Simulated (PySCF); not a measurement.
Vertical excitations of a molecule C3H12Si3 from PySCF 2.14.0 with TDA-ωB97X/def2-SVPD, as energy in eV (oscillator strength): 6.85 (0.363), 7.11 (0.000), 7.30 (0.000), 7.59 (0.022), 7.79 (0.014), 8.01 (0.148). Lowest triplet (TDA): 4.16 eV. Geometry: PBE-D3(BJ)/def2-SVP. One conformer was computed; it need not be the lowest.

Identify the compound among the candidates.
(A) C[Si@H]1C[SiH2][C@@H]1[SiH3]
(B) C=C(C)[SiH2][SiH2][SiH3]
(C) C=CC([SiH3])([SiH3])[SiH3]
(D) C[Si@H]1[SiH2]C[C@@H]1[SiH3]

C, C=CC([SiH3])([SiH3])[SiH3]
